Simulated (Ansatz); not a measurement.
```yaml
crystal:
  periodic: [false, false, false]
  atoms:
    - {symbol: N, position_ang: [-1.715397, -2.084573, 0.238008]}
    - {symbol: Sc, position_ang: [-0.464726, -0.565944, 0.064918]}
    - {symbol: O, position_ang: [1.366731, -0.952638, -0.251536]}
    - {symbol: Si, position_ang: [2.957299, -1.173759, -0.512894]}
    - {symbol: O, position_ang: [-1.171239, 1.188676, 0.225287]}
    - {symbol: Si, position_ang: [-1.675052, 2.731785, 0.335138]}
    - {symbol: H, position_ang: [-2.711579, -2.023127, 0.407308]}
    - {symbol: H, position_ang: [-1.479183, -3.066947, 0.174603]}
    - {symbol: H, position_ang: [3.634496, 0.122351, -0.797265]}
    - {symbol: H, position_ang: [3.601679, -1.785854, 0.682527]}
    - {symbol: H, position_ang: [3.174684, -2.077848, -1.676617]}
    - {symbol: H, position_ang: [-2.774065, 2.854316, 1.333205]}
    - {symbol: H, position_ang: [-0.560387, 3.624680, 0.758634]}
    - {symbol: H, position_ang: [-2.183262, 3.208882, -0.981327]}
basis:
  gaussian: {orbitals: aug-cc-pVDZ}
hamiltonian: {xc: {name: wB97M-V}}
output: {forces: true}
```

```sh
$ ansatz run in.yaml --threads 2 --pin off --events-out ev --progress --plain --max-ram 32768MiB --backend cpu
```

Shortened log:

```
Functional definition: wB97M-V
2497 factors; integrals over basis functions are off by at most 1.0e-3 eV
988 factors; integrals over basis functions are off by at most 1.8e-5 eV
mean field evaluation 1: about -42155.2973 eV, gradient 9.5e1 eV
mean field evaluation 2: about -42139.4008 eV, gradient 1.4e2 eV
mean field evaluation 4: about -42172.3456 eV, gradient 4.2e0 eV
mean field evaluation 8: about -42172.4246 eV, gradient 3.0e-1 eV
mean field evaluation 16: about -42172.4252 eV, gradient 2.9e-4 eV
mean field -42172.42523239 eV, -1549.8080417937 hartree, gradient 2.4e-5 eV, S^2 0.000000; 0 other end points of the search recorded, 0 dependent functions left out
reference -42172.42536189 eV, -1549.8080465530 hartree; 40, 40 occupied and 214, 214 virtual orbitals, 2497 factors
Total energy: -42172.42536189 eV, -1549.8080465530 hartree
Atom 0 at    -1.715397    -2.084573     0.238008 Å, force     0.070752     0.081995    -0.008891 eV/Å
Atom 1 at    -0.464726    -0.565944     0.064918 Å, force    -0.007126    -0.008528    -0.000111 eV/Å
Atom 2 at     1.366731    -0.952638    -0.251536 Å, force    -1.375310     0.173609     0.225937 eV/Å
Atom 3 at     2.957299    -1.173759    -0.512894 Å, force     1.551239    -0.216800    -0.259856 eV/Å
Atom 4 at    -1.171239     1.188676     0.225287 Å, force     0.419438    -1.337455    -0.090849 eV/Å
Atom 5 at    -1.675052     2.731785     0.335138 Å, force    -0.494358     1.505236     0.112823 eV/Å
Atom 6 at    -2.711579    -2.023127     0.407308 Å, force    -0.204522    -0.013590     0.034006 eV/Å
Atom 7 at    -1.479183    -3.066947     0.174603 Å, force     0.022795    -0.203353    -0.009374 eV/Å
Atom 8 at     3.634496     0.122351    -0.797265 Å, force     0.014269     0.065007    -0.008421 eV/Å
Atom 9 at     3.601679    -1.785854     0.682527 Å, force     0.014034    -0.025541     0.060272 eV/Å
Atom 10 at     3.174684    -2.077848    -1.676617 Å, force    -0.007449    -0.041318    -0.051564 eV/Å
Atom 11 at    -2.774065     2.854316     1.333205 Å, force    -0.047097    -0.012264     0.044040 eV/Å
Atom 12 at    -0.560387     3.624680     0.758634 Å, force     0.061053     0.026359     0.017046 eV/Å
Atom 13 at    -2.183262     3.208882    -0.981327 Å, force    -0.017718     0.006643    -0.065058 eV/Å
Dipole moment:    -0.187914    -0.228717     0.026587 e Å
```

It took 43 s on 2 threads of an AMD EPYC 7R13 on a shared host, with 1.8 GiB of host memory at the peak.
